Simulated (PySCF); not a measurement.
Li(Cl) cation (ClLi), SMILES [Li][Cl] (connectivity only; charge and spin as stated), charge +1, multiplicity 2.

The structure is a stationary point at PBE-D3(BJ)/def2-TZVPD. The multiplicity is an assumed one; other spin states were not compared.

The numbers are results of PBE0/def2-TZVPD in PySCF, not measurements.

Gas-phase values at a fixed geometry.

Computed frontier levels, dipole moment:
The α spin, highest occupied and lowest empty level is -15.93 and -5.92 eV and the β spin, highest occupied and lowest empty level comes out as -15.48 and -12.12 eV. The dipole moment about the centre of nuclear charge comes out as 8.07 D and the ⟨S²⟩ comes out as 0.754 (pure state 0.75).
